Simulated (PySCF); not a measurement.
**Chlorine: a sound run and one with changed settings**

Sound run: Cl⁺ [Ne] 3s2 3p4, Cl²⁺ [Ne] 3s2 3p3. Calculation: PySCF 2.14, in cc-pV(D+d)Z (4s3p2d, 23 functions); the non-relativistic Hamiltonian (point nucleus). In the sound run the correlated levels freeze [Ne]. The sound run starts from symmetry-adapted Hartree-Fock orbitals and uses a fine grid where one is needed.

Changed run: a valence shell is frozen. This setting is unsound on purpose.

```tsv
species	method	sound run (hartree)	changed run (hartree)	converged
Cl⁺	MP2	-459.12752	-459.08136	yes
Cl⁺	CCSD(T)	-459.15017	-459.09220	yes
Cl²⁺	MP2	-458.28179	-458.22615	yes
Cl²⁺	CCSD(T)	-458.30389	-458.23265	yes
```

Ionisation energy of Cl⁺:

| method | sound run (eV) | changed run (eV) |
| --- | --- | --- |
| UHF | 22.562 | 22.562 |
| MP2 | 23.013 | 23.271 |
| SCS-MP2 | 23.037 | 23.425 |
| CCSD | 23.019 | 23.385 |
| CCSD(T) | 23.028 | 23.389 |

Freezing a valence shell removes pair correlation that changes on ionisation.

For comparison, NIST gives 23.814 eV between the lowest levels.
